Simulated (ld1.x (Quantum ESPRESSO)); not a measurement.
# What one change does to a pseudopotential (iridium, RRKJ)

* Element: Ir
* Generator: ld1.x (Quantum ESPRESSO) 7.5
* Type: norm-conserving RRKJ (Kleinman–Bylander form)
* Functional: LDA (PZ)
* Relativity: scalar-relativistic
* Frozen core: [Kr] 4d10 4f14
* Valence charge: 17
* Reference configuration: 5s2 5p6 5d6 6s0 6p0 (charge +3)
* Partial waves: 5p (bound): rc 2.00 bohr; 5d (bound): rc 2.30 bohr; 5f channel at 0.1 Ry: rc 2.45 bohr; 5s (bound): rc 1.10 bohr
* Local potential: the s channel
* Core correction: a·sin(br)/r model core inside 0.85 bohr

Change: all radii but the core radius scaled by about 1.29 (s 1.42, p 2.58, d 2.96, f 3.16 bohr).

Cutoffs: the cutoffs (Ry, on a coarse ladder) from which the occupation-weighted sum of valence levels, in a spherical-Bessel basis at the reference potential, stays within 10 and 1 mRy of its value at 400 Ry; they do not see the model core or the augmentation charge, which bear on the density cutoff. Errors are all-electron minus pseudo energies relative to the spin-unpolarised reference configuration.

Task: How do hardness, ghosts and transferability respond?

Result: The potential gets softer (120 Ry and 200 Ry → 80 Ry and 120 Ry); of the 9 tests that both files solve, the error grows in 9 and shrinks in 0 by more than 15 % and 0.3 meV (median size 269.1 → 1813.4 meV); neither file shows a bound ghost. A larger radius leaves more room for a smooth pseudo-wave, so fewer plane waves are needed. More of the atom is replaced by a form fitted at one configuration, so other configurations suffer.

```tsv
quantity	base	changed
cutoff, loose	120 Ry	80 Ry
cutoff, tight	200 Ry	120 Ry
loose cutoff by channel (10 mRy a level)	p 25 Ry, d 25 Ry, s 110 Ry	p 18 Ry, d 18 Ry, s 70 Ry
bound ghosts	none	none
error for 5s2 5p6 5d7 6s2 6p0, meV [ΔE -58.88 eV]	+357	+2471
error for 5s2 5p6 5d7 6s1 6p0, meV [ΔE -48.69 eV]	+223	+1564
error for 5s2 5p6 5d7 6s0 6p0, meV [ΔE -30.84 eV]	+15	+102
error for 5s2 5p6 5d7 6s1 6p1, meV [ΔE -53.47 eV]	+269	+1185
error for 5s2 5p5 5d7 6s2 6p0, meV [ΔE 2.32 eV]	+359	+3679
error for 5s1 5p6 5d7 6s2 6p0, meV [ΔE 46.30 eV]	+368	+3537
error for 5s2 5p6 5d7.5 6s1.5 6p0, meV [ΔE -59.14 eV]	+254	+1813
error for 5s2 5p6 5d6 6s0 6p0 (spin-polarised), meV [ΔE -2.50 eV]	+131	+202
error for 5s2 5p6 5d7 6s2 6p0 (spin-polarised), meV [ΔE -60.03 eV]	+411	+2536
```
